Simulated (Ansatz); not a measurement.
Single points on FePt₂.

```yaml
crystal:
  periodic: [false, false, false]
  atoms:
    - {symbol: Fe, position_ang: [-0.115280, 1.029596, -0.801730]}
    - {symbol: Pt, position_ang: [1.053869, -0.935336, -0.282447]}
    - {symbol: Pt, position_ang: [-0.938590, -0.094260, 1.084177]}
basis:
  gaussian: {orbitals: def2-TZVP, initial_orbitals: start.molden}
magnetization: {spin_polarized: true, initial_magnetization: 4}
hamiltonian: {xc: {name: r2SCAN0}, dispersion: d4}
scf: {omitted_lower_state_checks: [starts]}
output: {orbitals: {seedname: orbitals}}
```

The file start.molden holds the orbitals of an earlier run on this structure, at another level or in another basis.

```sh
$ ansatz run in.yaml --threads 4 --pin off --events-out ev --progress --plain --max-ram 3916MiB
```

Output, abridged:

```
Functional definition: r2SCAN0
1195 factors; integrals over basis functions are off by at most 1.9e-4 eV
mean field evaluation 1: about -40880.0319 eV, gradient 4.1e0 eV
mean field evaluation 2: about -40880.0887 eV, gradient 1.3e-1 eV
mean field evaluation 4: about -40880.2443 eV, gradient 1.8e-2 eV
mean field evaluation 8: about -40880.2443 eV, gradient 2.3e-5 eV
mean field -40880.24432184 eV, -1502.3212692028 hartree, gradient 5.9e-6 eV, S^2 6.111407; 0 other end points of the search recorded, 0 dependent functions left out
reference -40880.24433722 eV, -1502.3212697682 hartree; 33, 29 occupied and 92, 96 virtual orbitals, 1195 factors
Total energy: -40880.27269133 eV, -1502.3223117623 hartree
Checks for a lower state left out: starts
```

Run time 19 s (4 threads of Arm Neoverse V1 on a shared host).

The first input with `hamiltonian: {xc: {name: B97M-V}}` (abridged; 47 s):

```
Functional definition: B97M-V
mean field evaluation 16: about -40873.9969 eV, gradient 5.7e-6 eV
mean field -40873.99693103 eV, -1502.0916818250 hartree, gradient 5.3e-6 eV, S^2 6.076579
Total energy: -40873.99698488 eV, -1502.0916838041 hartree
Checks for a lower state left out: starts
```

First input, but with `hamiltonian: {xc: lda}` (abridged; 6 s):

```
Functional definition: SPW92
mean field evaluation 16: about -40807.5054 eV, gradient 3.5e-2 eV
mean field evaluation 32: about -40807.5060 eV, gradient 2.9e-6 eV
mean field -40807.50604629 eV, -1499.6481868802 hartree, gradient 2.8e-6 eV, S^2 6.161663
Total energy: -40807.50608140 eV, -1499.6481881704 hartree
Checks for a lower state left out: starts
```

First input, but with `hamiltonian: {xc: {name: BHLYP}, dispersion: d4}` (abridged; 9.5 s):

```
Functional definition: BHLYP
mean field -40872.99444026 eV, -1502.0548409689 hartree, gradient 5.9e-6 eV, S^2 6.080870
Total energy: -40873.25318589 eV, -1502.0643496954 hartree
Checks for a lower state left out: starts
```

First input, but with `correlation: {method: ccsd_t}`, `scf: {omitted_lower_state_checks: [starts, cluster_reference]}` and without the key `hamiltonian` (abridged; 44 s):

```
Functional definition: HF
mean field evaluation 16: about -40796.4913 eV, gradient 2.6e-6 eV
mean field -40796.49125929 eV, -1499.2434009239 hartree, gradient 2.5e-6 eV, S^2 6.462927
5 core orbitals not correlated: weight in the atoms' cores, before any rotation towards them, 1.000 or more for the frozen orbitals, at most 0.000 for the correlated occupied ones
second order -36.25957992 eV of doubles, -0.00000000 eV of singles
cycle   1  -31.32402018 eV  change     4.9e0 eV  update   3.0e-1
cycle   2  -33.11368065 eV  change    -1.8e0 eV  update   1.5e-1
cycle   3  -33.56438545 eV  change   -4.5e-1 eV  update   9.0e-2
cycle   4  -33.71762418 eV  change   -1.5e-1 eV  update   5.9e-2
cycle   5  -33.69509457 eV  change    2.3e-2 eV  update   3.4e-2
cycle   6  -33.78236361 eV  change   -8.7e-2 eV  update   2.3e-2
cycle   7  -33.81673317 eV  change   -3.4e-2 eV  update   1.5e-2
cycle   8  -33.82894371 eV  change   -1.2e-2 eV  update   1.1e-2
cycle   9  -33.84064889 eV  change   -1.2e-2 eV  update   8.4e-3
[...]
cycle  14  -33.85097646 eV  change    1.6e-3 eV  update   1.4e-3
cycle  15  -33.85406250 eV  change   -3.1e-3 eV  update   1.1e-3
cycle  16  -33.85419575 eV  change   -1.3e-4 eV  update   6.5e-4
cycle  17  -33.85431357 eV  change   -1.2e-4 eV  update   5.3e-4
cycle  18  -33.85464391 eV  change   -3.3e-4 eV  update   3.5e-4
cycle  19  -33.85483031 eV  change   -1.9e-4 eV  update   2.5e-4
cycle  20  -33.85484035 eV  change   -1.0e-5 eV  update   1.8e-4
cycle  21  -33.85493351 eV  change   -9.3e-5 eV  update   1.3e-4
cycle  22  -33.85488210 eV  change    5.1e-5 eV  update   9.5e-5
cycle  23  -33.85492936 eV  change   -4.7e-5 eV  update   7.2e-5
cycle  24  -33.85490109 eV  change    2.8e-5 eV  update   5.4e-5
perturbative correction -1.45822767 eV, -0.0535888783 hartree
Total energy: -40831.80438804 eV, -1500.5411344694 hartree
Checks for a lower state left out: starts, cluster_reference
```

As the first input, with `hamiltonian: {xc: r2scan, dispersion: d4}` (abridged; 36 s):

```
Functional definition: r2SCAN
mean field evaluation 16: about -40885.2906 eV, gradient 1.8e-3 eV
mean field evaluation 32: about -40885.2906 eV, gradient 9.2e-6 eV
mean field -40885.29057600 eV, -1502.5067156226 hartree, gradient 9.2e-6 eV, S^2 6.238622; 1 other end points of the search recorded, 0 dependent functions left out
Total energy: -40885.31101787 eV, -1502.5074668477 hartree
Checks for a lower state left out: starts
```

First input, but with `hamiltonian: {xc: pbe, dispersion: d4}` (abridged; 9 s):

```
Functional definition: PBE
mean field evaluation 16: about -40879.4428 eV, gradient 3.9e-6 eV
mean field -40879.44280170 eV, -1502.2918138811 hartree, gradient 3.9e-6 eV, S^2 6.070277
Total energy: -40879.56651193 eV, -1502.2963601481 hartree
Checks for a lower state left out: starts
```

Geometry: PBE0-D4/def2-TZVP.

In the def2 sets Pt takes a core potential; there is no spin–orbit coupling. Correlated methods freeze 5 core orbitals; core or outer-core shells of Fe, Pt are correlated, in sets that lack core-valence functions. At LDA (SPW92)/def2-TZVP, CCSD(T)/def2-TZVP, r2SCAN-D4/def2-TZVP the charge 0 quintet is spin-contaminated (final ⟨S²⟩ up to 6.46, 6.00 for a pure state). At LDA (SPW92)/def2-TZVP an occupied level of the charge 0 quintet lies above an empty one (by up to 0.05 eV), so this SCF solution is probably not the lowest. At LDA (SPW92)/def2-TZVP the gap within one spin of the charge 0 quintet nearly closes, so an electron or hole may be smeared out by delocalisation error. At CCSD(T)/def2-TZVP T1 of the charge 0 quintet is large (up to 0.062), so the single-reference result is doubtful. The structure comes from a short search, and lower isomers may exist.
